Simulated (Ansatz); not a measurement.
**Nudged elastic band run: BFH5NO2**

Input:

```yaml
crystal:
  periodic: [false, false, false]
  atoms:
    - { symbol: B, position_ang: [0.2555, -0.411363, 0.213186] }
    - { symbol: "N", position_ang: [0.16831, 0.062825, 1.612122] }
    - { symbol: H, position_ang: [-0.616891, -0.334937, 2.139764] }
    - { symbol: H, position_ang: [1.028619, -0.031538, 2.161906] }
    - { symbol: O, position_ang: [1.433442, -0.974659, -0.202805] }
    - { symbol: H, position_ang: [1.418034, -1.11027, -1.168171] }
    - { symbol: O, position_ang: [-0.797198, -0.22253, -0.635277] }
    - { symbol: H, position_ang: [-1.374205, 0.492353, -0.267553] }
    - { symbol: F, position_ang: [-1.406774, 1.914944, 0.874418] }
    - { symbol: H, position_ang: [-0.664238, 1.414976, 1.299714] }
basis:
  gaussian: { orbitals: def2-SVP }
hamiltonian:
  xc: pbe
neb:
  order_check: false
  images: 7
  f_tol: 0.05
  max_iterations: 60
  final_atoms:
    - { symbol: B, position_ang: [0.03372603, 0.21932371, 0.09762889] }
    - { symbol: "N", position_ang: [-0.04558993, 0.14747086, 1.81765718] }
    - { symbol: H, position_ang: [-0.36167182, -0.79079505, 2.0963057] }
    - { symbol: H, position_ang: [0.89281282, 0.30661743, 2.20965902] }
    - { symbol: O, position_ang: [1.25738155, -0.46995373, -0.13255618] }
    - { symbol: H, position_ang: [1.19015293, -0.92016526, -0.99110487] }
    - { symbol: O, position_ang: [-1.14333376, -0.41826067, -0.39749507] }
    - { symbol: H, position_ang: [-1.73513656, 0.26657024, -0.75307612] }
    - { symbol: F, position_ang: [0.0479819, 1.61176945, -0.12531989] }
    - { symbol: H, position_ang: [-0.69172417, 0.84722402, 2.20560534] }
  initial_path:
    images:
      - { positions_ang: [[0.2555, -0.411363, 0.213186], [0.16831, 0.062825, 1.612122], [-0.616891, -0.334937, 2.139764], [1.028619, -0.031538, 2.161906], [1.433442, -0.974659, -0.202805], [1.418034, -1.11027, -1.168171], [-0.797198, -0.22253, -0.635277], [-1.374205, 0.492353, -0.267553], [-1.406774, 1.914944, 0.874418], [-0.664238, 1.414976, 1.299714]] }
      - { positions_ang: [[0.1940353, -0.30731205, 0.15997528], [0.11509568, 0.04077462, 1.68392396], [-0.7020166, -0.30708355, 2.20492579], [0.9809811, 0.01532452, 2.23585029], [1.38639645, -0.75496927, -0.31994803], [1.42884746, -1.09987572, -1.08504694], [-0.89433947, -0.13489597, -0.66075391], [-1.47472896, 0.20136328, -0.34020183], [-1.07198373, 1.81935305, 0.78919378], [-0.51768821, 1.32712207, 1.35938561]] }
      - { positions_ang: [[0.13257059, -0.2032611, 0.10676456], [0.06188136, 0.01872424, 1.75572592], [-0.78714221, -0.2792301, 2.27008759], [0.9333432, 0.06218705, 2.30979459], [1.3393509, -0.53527954, -0.43709107], [1.43966091, -1.08948144, -1.00192287], [-0.99148095, -0.04726194, -0.68623082], [-1.57525293, -0.08962643, -0.41285067], [-0.73719345, 1.7237621, 0.70396955], [-0.37113843, 1.23926815, 1.41905722]] }
      - { positions_ang: [[0.07110589, -0.09921014, 0.05355384], [0.00866704, -0.00332613, 1.82752787], [-0.87226781, -0.25137665, 2.33524938], [0.8857053, 0.10904957, 2.38373888], [1.29230535, -0.3155898, -0.5542341], [1.45047437, -1.07908716, -0.91879881], [-1.08862242, 0.04037209, -0.71170774], [-1.67577689, -0.38061615, -0.4854995], [-0.40240318, 1.62817115, 0.61874533], [-0.22458864, 1.15141422, 1.47872884]] }
      - { positions_ang: [[0.00964118, 0.00484081, 0.00034312], [-0.04454728, -0.02537651, 1.89932983], [-0.95739341, -0.2235232, 2.40041118], [0.8380674, 0.1559121, 2.45768318], [1.2452598, -0.09590007, -0.67137714], [1.46128782, -1.06869288, -0.83567474], [-1.1857639, 0.12800612, -0.73718465], [-1.77630086, -0.67160586, -0.55814834], [-0.06761291, 1.5325802, 0.53352111], [-0.07803886, 1.06356029, 1.53840045]] }
      - { positions_ang: [[0.01566239, 0.05846153, 0.02466457], [-0.04480794, 0.01783533, 1.87891167], [-0.80846301, -0.36534117, 2.32438481], [0.85175375, 0.19358843, 2.39567714], [1.24829024, -0.18941349, -0.5366719], [1.3935041, -1.03156098, -0.87453228], [-1.17515636, -0.00856058, -0.65226225], [-1.76600978, -0.43706183, -0.60688028], [-0.03871421, 1.55237751, 0.36881086], [-0.23146018, 1.00947623, 1.70520167]] }
      - { positions_ang: [[0.02168361, 0.11208226, 0.04898601], [-0.0450686, 0.06104718, 1.85849351], [-0.65953262, -0.50715913, 2.24835844], [0.86544011, 0.23126476, 2.3336711], [1.25132068, -0.2829269, -0.40196666], [1.32572038, -0.99442907, -0.91338981], [-1.16454883, -0.14512727, -0.56733986], [-1.75571871, -0.20251781, -0.65561223], [-0.0098155, 1.57217483, 0.20410061], [-0.38488151, 0.95539216, 1.87200289]] }
      - { positions_ang: [[0.02770482, 0.16570298, 0.07330745], [-0.04532926, 0.10425902, 1.83807534], [-0.51060222, -0.64897709, 2.17233207], [0.87912646, 0.26894109, 2.27166506], [1.25435112, -0.37644032, -0.26726142], [1.25793666, -0.95729716, -0.95224734], [-1.15394129, -0.28169397, -0.48241746], [-1.74542763, 0.03202622, -0.70434417], [0.0190832, 1.59197214, 0.03939036], [-0.53830284, 0.90130809, 2.03880412]] }
      - { positions_ang: [[0.03372603, 0.21932371, 0.09762889], [-0.04558993, 0.14747086, 1.81765718], [-0.36167182, -0.79079505, 2.0963057], [0.89281282, 0.30661743, 2.20965902], [1.25738155, -0.46995373, -0.13255618], [1.19015293, -0.92016526, -0.99110487], [-1.14333376, -0.41826067, -0.39749507], [-1.73513656, 0.26657024, -0.75307612], [0.0479819, 1.61176945, -0.12531989], [-0.69172417, 0.84722402, 2.20560534]] }
```

Run as:

```bash
$ ansatz run input.yaml --threads 2 --pin off --max-ram 3072MiB --backend cpu --events-out ev --progress --plain --runs-dir out
```

Output, in part (warnings, iteration lines, the closing report on the highest movable image, with atoms numbered from 0):

```
NEB end point (image 0): max|allowed force component| = 1.777e-2 eV/Å (the criterion of neb.relax_end_points is 1.000e-2)
NEB end point (image 8): max|allowed force component| = 2.571e-2 eV/Å (the criterion of neb.relax_end_points is 1.000e-2)
NEB iter   1: max|band force component| = 8.124e1 eV/Å  barrier→ = 10.9031 eV  barrier← = 11.3471 eV  Δτ_max = 0.1985 Å  (240 SCF iters)
NEB iter   2: max|band force component| = 1.232e1 eV/Å  barrier→ = 1.7431 eV  barrier← = 2.1871 eV  Δτ_max = 0.2000 Å  (234 SCF iters)
NEB iter   3: max|band force component| = 7.624e0 eV/Å  barrier→ = 1.0438 eV  barrier← = 1.4879 eV  Δτ_max = 0.2000 Å  (208 SCF iters)
NEB iter   4: max|band force component| = 1.553e0 eV/Å  barrier→ = 0.6927 eV  barrier← = 1.1367 eV  Δτ_max = 0.1962 Å  (229 SCF iters)
NEB iter   5: max|band force component| = 1.122e0 eV/Å  barrier→ = 0.5012 eV  barrier← = 0.9453 eV  Δτ_max = 0.2000 Å  (210 SCF iters)
NEB iter   6: max|band force component| = 1.966e0 eV/Å  barrier→ = 0.4206 eV  barrier← = 0.8646 eV  Δτ_max = 0.0996 Å  (214 SCF iters)
NEB iter   7: max|band force component| = 1.809e0 eV/Å  barrier→ = 0.3189 eV  barrier← = 0.7630 eV  Δτ_max = 0.1001 Å  (195 SCF iters)
NEB iter   8: max|band force component| = 7.982e-1 eV/Å  barrier→ = 0.3970 eV  barrier← = 0.8410 eV  Δτ_max = 0.1965 Å  (193 SCF iters)
NEB iter   9: max|band force component| = 7.714e-1 eV/Å  barrier→ = 0.3904 eV  barrier← = 0.8344 eV  CI = image 4  Δτ_max = 0.1984 Å  (206 SCF iters)
NEB iter  10: max|band force component| = 7.265e-1 eV/Å  barrier→ = 0.6740 eV  barrier← = 1.1181 eV  CI = image 4  Δτ_max = 0.0994 Å  (205 SCF iters)
NEB iter  11: max|band force component| = 1.333e0 eV/Å  barrier→ = 0.6184 eV  barrier← = 1.0624 eV  CI = image 4  Δτ_max = 0.0499 Å  (193 SCF iters)
NEB iter  12: max|band force component| = 3.018e-1 eV/Å  barrier→ = 0.6093 eV  barrier← = 1.0534 eV  CI = image 4  Δτ_max = 0.0631 Å  (192 SCF iters)
NEB iter  13: max|band force component| = 9.972e-2 eV/Å  barrier→ = 0.6036 eV  barrier← = 1.0477 eV  CI = image 4  Δτ_max = 0.0223 Å  (199 SCF iters)
NEB iter  14: max|band force component| = 6.638e-2 eV/Å  barrier→ = 0.6024 eV  barrier← = 1.0465 eV  CI = image 4  Δτ_max = 0.0161 Å  (188 SCF iters)
NEB iter  15: max|band force component| = 3.053e-2 eV/Å  barrier→ = 0.6018 eV  barrier← = 1.0458 eV  CI = image 4  Δτ_max = 0.0000 Å  (373 SCF iters)
Total energy: -9045.72355232 eV, -332.4242091359 hartree
Atom 0 at     0.054502    -0.139099     0.247686 Å, force    -0.006415    -0.019277     0.017586 eV/Å
Atom 1 at    -0.054968     0.060454     1.785451 Å, force     0.015096    -0.028823    -0.002929 eV/Å
Atom 2 at    -0.846484    -0.403777     2.242424 Å, force     0.004081     0.013317    -0.001950 eV/Å
Atom 3 at     0.817898    -0.146733     2.283733 Å, force    -0.007194     0.003222     0.000349 eV/Å
Atom 4 at     1.344013    -0.419833    -0.147723 Å, force    -0.009145     0.016866    -0.024919 eV/Å
Atom 5 at     1.378418    -0.506187    -1.116870 Å, force    -0.000225    -0.009530     0.015678 eV/Å
Atom 6 at    -1.026475    -0.596334    -0.493391 Å, force    -0.002489     0.002097    -0.009277 eV/Å
Atom 7 at    -1.811638    -0.034473    -0.381923 Å, force     0.023862     0.009186     0.002220 eV/Å
Atom 8 at    -0.218396     1.739664     0.270862 Å, force    -0.007162    -0.009586     0.004011 eV/Å
Atom 9 at    -0.192271     1.246121     1.337055 Å, force    -0.010409     0.022527    -0.000768 eV/Å
Dipole moment:    -0.207117    -0.226110     0.450316 e Å
```

The forces met the threshold. A vibrational analysis at the climbing image gives one clearly imaginary mode, 718i cm⁻¹: a first-order saddle point. The orbitals stay closed-shell, which can raise the energy where a bond breaks towards radicals; this wasn't checked here.

Final band (atoms are numbered from 1 in the order of the input):

```tsv
image	path coordinate (Å)	energy (eV)	F9–H10 (Å)	B1–F9 (Å)	N2–H10 (Å)
0	0.00	0.00	0.99	2.93	1.62
1	0.59	0.03	0.98	2.85	1.65
2	1.17	0.11	0.97	2.75	1.68
3	1.76	0.20	0.98	2.51	1.62
4	2.34	0.60	1.18	1.90	1.28
5	2.90	-0.12	1.73	1.50	1.05
6	3.46	-0.43	2.33	1.42	1.03
7	4.02	-0.44	2.46	1.41	1.03
8	4.58	-0.44	2.56	1.41	1.03
```

The run took 2.5 min on 2 threads of Arm Neoverse V2, with other jobs on the host, peak memory 0.12 GiB.
